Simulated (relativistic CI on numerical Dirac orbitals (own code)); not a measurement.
Ni²²⁺: q coefficients and field-shift factors

These numbers are calculated, not measured: Dirac-Coulomb-Breit CI, orbitals from a KLI potential per configuration, derivatives by finite differences, unscaled Slater integrals, QED left out (own radial code, finite nucleus).

CI space (outside the closed core 1s2): 2s2 2p2, 2s 2p3, 2p4, 2p3 3s, 2p3 3p, 2p3 3d, 2s2 2p 3s, 2s2 2p 3p. Levels of other configurations are missing.

With x = (α/α₀)² − 1 an excitation energy changes as ω = ω₀ + qx; K = 2q/ω₀ is the relative enhancement. Terms are leading LS components, so labels can repeat. The field-shift factor is F = δν/δ⟨r²⟩ for the transition from the lowest level.

Lowest level 2s2 2p2 3P_0.

| Level | ω₀ (cm⁻¹) | q (cm⁻¹) | F (GHz/fm²) |
| --- | --- | --- | --- |
| 2s2 2p2 3P_1 | 109745 | 141900 | 0.0472 |
| 2s2 2p2 3P_2 | 162695 | 160100 | -0.107 |
| 2s2 2p2 1D_2 | 326106 | 281400 | -1.05 |
| 2s2 2p2 1S_0 | 461523 | 291200 | -5.62 |
| 2s 2p3 5S°_2 | 578910 | 277200 | -129 |
| 2s 2p3 3D°_1 | 899425 | 240900 | -131 |
| 2s 2p3 3D°_2 | 904198 | 268600 | -131 |
| 2s 2p3 3D°_3 | 945341 | 327200 | -131 |
| 2s 2p3 3P°_0 | 1069535 | 334600 | -131 |
| 2s 2p3 3P°_1 | 1083526 | 355500 | -132 |
| 2s 2p3 3P°_2 | 1110115 | 388800 | -132 |
| 2s 2p3 3S°_1 | 1261564 | 300000 | -136 |
| 2s 2p3 1D°_2 | 1317411 | 391300 | -135 |
| 2s 2p3 1P°_1 | 1473779 | 444000 | -136 |
| 2p4 3P_2 | 1886150 | 374000 | -263 |
| 2p4 3P_0 | 1999617 | 439300 | -263 |
| 2p4 3P_1 | 2019109 | 525000 | -265 |
| 2p4 1D_2 | 2107619 | 512000 | -265 |
| 2p4 1S_0 | 2378093 | 608100 | -260 |
| 2s2 2p 3s 3P°_0 | 9118910 | 85010 | 44.9 |
| 2s2 2p 3s 3P°_1 | 9128361 | 86080 | 44.8 |
| 2s2 2p 3s 3P°_2 | 9281374 | 251900 | 43.3 |
| 2s2 2p 3s 1P°_1 | 9305431 | 250900 | 43.2 |

At this charge energies of transitions that change n are usually good to better than 1 %, and those within a shell (Δn = 0) to a few per cent.

Q: Which transition from the lowest level has the largest |K|?

A: 2s2 2p2 3P_1 at 109745 cm⁻¹, K = 2.59.
